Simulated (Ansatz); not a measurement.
Two isomers of C2H4SSi: A = `C#CS[SiH3]`, B = `S=C1C[SiH2]1`.

Gas-phase electronic energies from Ansatz, PBE0-D4/def2-TZVP geometries. CCSD(T)/CBS adds triple-zeta CCSD(T) − MP2 to the extrapolated MP2 energy (def2 sets, frozen cores). Functionals use def2-TZVPP. B3LYP here is the variant with VWN-RPA as its local correlation; programs differ in this.

Q: Which isomer does CCSD(T)/CBS put lower? Give the gap. (An estimate is asked.)

A: Ansatz gave: A, by 66.1 kJ/mol.

Q: Give E(B) − E(A) in kJ/mol with ωB97M-V, B2PLYP, r2SCAN-D4, HF/def2-TZVPP, B3LYP, BLYP-D4, CCSD(T)/def2-SVP. (An estimate is asked.)

A: The calculation gave: ωB97M-V 60.3, B2PLYP 67.9, r2SCAN-D4 48.5, HF/def2-TZVPP 101.3, B3LYP 63.2, BLYP-D4 59.4, CCSD(T)/def2-SVP 56.2. None reverses the order clearly.

Q: Does the order hold for the free energy at 298.15 K (harmonic terms from PBE0-D4)? (Estimate.)

A: Computed: Yes: G(B) − G(A) = +74.8 kJ/mol.

Largest T1 diagnostic: 0.017.

From r2SCAN to r2SCAN0 (25 % exact exchange), in def2-TZVPP and without D4, E(B) − E(A) moves by +4.1 kJ/mol. Leaving LDA and LC-ωPBE aside and taking each functional with its dispersion term where it has one, the values, not all of them listed here, spread over 33.2 kJ/mol, from PBE-D4 to BHLYP-D4. LDA lies −17.0 kJ/mol from PBE without D4.
